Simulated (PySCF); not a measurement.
**Excitation energy of Tc by level of theory**

Tc [Kr] 4d5 5s2 (6S) → Tc [Kr] 4d5 5s1 5p1 (8P), as a difference of total energies. Calculation: PySCF 2.14, in def2-TZVPPD with the def2 core potential (28 electrons); scalar relativity through the core potential. Correlated levels: valence and next inner shell: nothing frozen outside the core potential. The calculations carry no spin-orbit coupling.

| method | excitation energy (cm⁻¹) | error (cm⁻¹) |
| --- | --- | --- |
| UHF | 6497.9 | -10535 |
| MP2 (valence and next inner shell) | 15525 | -1509 |
| SCS-MP2 (valence and next inner shell) | 17454 | +420 |
| CCSD (valence and next inner shell) | 15441 | -1592 |
| CCSD(T) (valence and next inner shell) | 16460 | -573 |

Reference: 17033 cm⁻¹ (measured; NIST levels, between the centres of gravity of the two terms).

Errors of the correlated levels include the incompleteness of this basis.
